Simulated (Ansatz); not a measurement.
Ansatz (an electronic-structure program) input (B3LYP-D3(BJ)/def2-TZVP):

Ansatz 0.2 input:
```yaml
crystal:
  periodic: [false, false, false]
  atoms:
    - {symbol: Ge, position_ang: [-0.00636411, -0.01788243, 1.10493422]}
    - {symbol: Br, position_ang: [1.08381413, -1.62619655, -0.52533801]}
    - {symbol: Br, position_ang: [-1.07799552, 1.64254620, -0.48488756]}
basis:
  gaussian:
    orbitals: def2-TZVP
hamiltonian:
  xc: b3lyp
  dispersion: d3bj
total_charge: -1
magnetization: {spin_polarized: true, initial_magnetization: 1}
phonons: {temperatures: {t_min: 298.15, t_max: 298.15, t_step: 100}}
```

Output:

```
Functional definition: B3LYP
integrals: 0.11 GiB planned
1019 factors; integrals over basis functions are off by at most 3.5e-4 eV
mean field: 1.54 GiB planned
mean field evaluation 1: about -196617.0815 eV, gradient 1.8e1 eV
mean field evaluation 2: about -196616.9421 eV, gradient 2.0e1 eV
mean field evaluation 4: about -196617.7528 eV, gradient 4.2e-1 eV
mean field evaluation 8: about -196617.7795 eV, gradient 2.8e-2 eV
mean field evaluation 16: about -196617.7795 eV, gradient 3.0e-5 eV
mean field -196617.77950061 eV, -7225.5701243297 hartree, gradient 3.0e-5 eV, S^2 0.753084; 0 other end points of the search recorded, 0 dependent functions left out
the calculation of the forces begins
reference -196617.77970537 eV, -7225.5701318546 hartree; 52, 51 occupied and 92, 93 virtual orbitals, 1019 factors
these checks for a lower state are left out or cut short: stability, starts, cluster_reference, orbital_swaps, neighbouring_geometries, increment
integrals: 0.11 GiB planned
1019 factors; integrals over basis functions are off by at most 3.5e-4 eV
mean field: 1.54 GiB planned
mean field -196617.77948003 eV, -7225.5701235736 hartree, gradient 1.2e-6 eV, S^2 0.753085; 0 other end points of the search recorded, 0 dependent functions left out
the calculation of the forces begins
reference -196617.77968476 eV, -7225.5701310971 hartree; 52, 51 occupied and 92, 93 virtual orbitals, 1019 factors
these checks for a lower state are left out or cut short: stability, starts, cluster_reference, orbital_swaps, neighbouring_geometries, increment
integrals: 0.11 GiB planned
1019 factors; integrals over basis functions are off by at most 3.5e-4 eV
mean field: 1.54 GiB planned
mean field -196617.77949572 eV, -7225.5701241502 hartree, gradient 1.3e-6 eV, S^2 0.753084; 0 other end points of the search recorded, 0 dependent functions left out
the calculation of the forces begins
reference -196617.77970052 eV, -7225.5701316764 hartree; 52, 51 occupied and 92, 93 virtual orbitals, 1019 factors
these checks for a lower state are left out or cut short: stability, starts, cluster_reference, orbital_swaps, neighbouring_geometries, increment
integrals: 0.11 GiB planned
1019 factors; integrals over basis functions are off by at most 3.5e-4 eV
mean field: 1.54 GiB planned
mean field evaluation 32: about -196617.7536 eV, gradient 1.6e-1 eV
mean field -196617.77958758 eV, -7225.5701275259 hartree, gradient 1.2e-6 eV, S^2 0.753084; 0 other end points of the search recorded, 0 dependent functions left out
the calculation of the forces begins
reference -196617.77979235 eV, -7225.5701350512 hartree; 52, 51 occupied and 92, 93 virtual orbitals, 1019 factors
these checks for a lower state are left out or cut short: stability, starts, cluster_reference, orbital_swaps, neighbouring_geometries, increment
integrals: 0.11 GiB planned
1019 factors; integrals over basis functions are off by at most 3.5e-4 eV
mean field: 1.54 GiB planned
mean field -196617.77939273 eV, -7225.5701203651 hartree, gradient 1.3e-6 eV, S^2 0.753085; 0 other end points of the search recorded, 0 dependent functions left out
the calculation of the forces begins
reference -196617.77959748 eV, -7225.5701278896 hartree; 52, 51 occupied and 92, 93 virtual orbitals, 1019 factors
these checks for a lower state are left out or cut short: stability, starts, cluster_reference, orbital_swaps, neighbouring_geometries, increment
integrals: 0.11 GiB planned
1019 factors; integrals over basis functions are off by at most 3.5e-4 eV
mean field: 1.54 GiB planned
mean field -196617.77950198 eV, -7225.5701243802 hartree, gradient 1.8e-6 eV, S^2 0.753084; 0 other end points of the search recorded, 0 dependent functions left out
the calculation of the forces begins
reference -196617.77970677 eV, -7225.5701319059 hartree; 52, 51 occupied and 92, 93 virtual orbitals, 1019 factors
these checks for a lower state are left out or cut short: stability, starts, cluster_reference, orbital_swaps, neighbouring_geometries, increment
integrals: 0.11 GiB planned
1019 factors; integrals over basis functions are off by at most 3.5e-4 eV
mean field: 1.54 GiB planned
mean field -196617.77949098 eV, -7225.5701239761 hartree, gradient 1.8e-6 eV, S^2 0.753085; 0 other end points of the search recorded, 0 dependent functions left out
the calculation of the forces begins
reference -196617.77969572 eV, -7225.5701315001 hartree; 52, 51 occupied and 92, 93 virtual orbitals, 1019 factors
Total energy: -196617.98266159 eV, -7225.5775903582 hartree
Atom 0 at    -0.006364    -0.017882     1.104934 Å, force     0.000002     0.000006    -0.000358 eV/Å
Atom 1 at     1.083814    -1.626197    -0.525338 Å, force    -0.000228     0.000341     0.000183 eV/Å
Atom 2 at    -1.077996     1.642546    -0.484888 Å, force     0.000226    -0.000347     0.000175 eV/Å
Dipole moment:    -0.001401    -0.003936     0.243218 e Å
Vibrations: 70.73 190.81 213.20 cm⁻¹, zero-point energy 0.029431 eV
```
